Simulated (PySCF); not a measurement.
# Nickel: a sound run and one with changed settings

Sound run: Ni [Ar] 3d8 4s2, Ni⁺ [Ar] 3d9. All numbers are calculated (PySCF 2.14, the spin-free X2C one-electron Hamiltonian (Gaussian nucleus), in x2c-SVPall (5s3p3d1f, 36 functions)). In the sound run the correlated levels freeze [Ar]. The sound run starts from symmetry-adapted Hartree-Fock orbitals and uses a fine grid where one is needed.

Changed run: the non-relativistic Hamiltonian (point nucleus). This setting is unsound on purpose.

| species | method | sound run (hartree) | changed run (hartree) | converged |
| --- | --- | --- | --- | --- |
| Ni | UHF | -1518.83277 | -1502.69522 | yes |
| Ni | MN15 | -1521.12366 | -1504.98845 | yes |
| Ni | PBE0 | -1520.05441 | -1503.91541 | yes |
| Ni | MP2 | -1519.02747 | -1502.88926 | yes |
| Ni⁺ | UHF | -1518.53264 | -1502.41726 | yes |
| Ni⁺ | MN15 | -1520.88186 | -1504.77443 | yes |
| Ni⁺ | PBE0 | -1519.77255 | -1503.65865 | yes |
| Ni⁺ | MP2 | -1518.78117 | -1502.66532 | yes |

Ionisation energy of Ni:

```tsv
method	sound run (eV)	changed run (eV)
UHF	8.167	7.564
MN15	6.580	5.824
PBE0	7.670	6.987
MP2	6.702	6.094
SCS-MP2	7.012	6.401
```

Most of the change in total energy is the relativistic energy itself. On top of that the contraction fixes the core shape for the Hamiltonian it was made with, so the changed run is not a good calculation with the other Hamiltonian either.

For comparison, NIST gives 7.640 eV between the lowest levels.
